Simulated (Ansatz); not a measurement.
These are Ansatz (an electronic-structure program) with frozen-core CCSD(T)/cc-pVTZ // B3LYP-D3(BJ)/def2-TZVP values and carry that method's errors.

Ansatz 0.2 input:
```yaml
crystal:
  periodic: [false, false, false]
  atoms:
    - { symbol: Br, position_ang: [-1.127482, -1.406063, -0.753679] }
    - { symbol: C, position_ang: [0.000032, -0.000008, -0.000024] }
    - { symbol: Br, position_ang: [-1.067999, 1.611842, 0.278374] }
    - { symbol: Br, position_ang: [0.732625, -0.598867, 1.709054] }
    - { symbol: Br, position_ang: [1.462823, 0.393097, -1.233725] }
basis:
  gaussian: { orbitals: cc-pVTZ }
correlation:
  method: ccsd_t
```

Output:

```
Functional definition: HF
1312 factors; integrals over basis functions are off by at most 4.7e-4 eV
mean field evaluation 1: about -281026.5027 eV, gradient 3.5e1 eV
mean field evaluation 2: about -281026.6190 eV, gradient 3.5e1 eV
mean field evaluation 4: about -281030.3470 eV, gradient 3.6e0 eV
mean field evaluation 8: about -281030.4311 eV, gradient 1.6e-1 eV
mean field evaluation 16: about -281026.4789 eV, gradient 4.2e1 eV
mean field -281030.43127780 eV, -10327.6778601913 hartree, gradient 5.3e-6 eV, S^2 0.000000; 0 other end points of the search recorded, 0 dependent functions left out
37 core orbitals not correlated
reference -281030.43127780 eV, -10327.6778601913 hartree; 36, 36 occupied and 129, 129 virtual orbitals, 1312 factors
second order -29.40112881 eV of doubles, -0.00000000 eV of singles
cycle   1  -29.00314889 eV  change    4.0e-1 eV  update   1.3e-1
cycle   2  -29.80355866 eV  change   -8.0e-1 eV  update   4.2e-2
cycle   3  -29.96142405 eV  change   -1.6e-1 eV  update   1.6e-2
cycle   4  -29.95001103 eV  change    1.1e-2 eV  update   4.3e-3
cycle   5  -29.94807612 eV  change    1.9e-3 eV  update   1.7e-3
cycle   6  -29.94875404 eV  change   -6.8e-4 eV  update   5.6e-4
cycle   7  -29.94814460 eV  change    6.1e-4 eV  update   1.9e-4
cycle   8  -29.94816608 eV  change   -2.1e-5 eV  update   6.3e-5
perturbative correction -1.37524478 eV, -0.0505393135 hartree
Total energy: -281061.75468866 eV, -10328.8289743085 hartree
```

Cost: about 15 core-minutes (a rough figure).
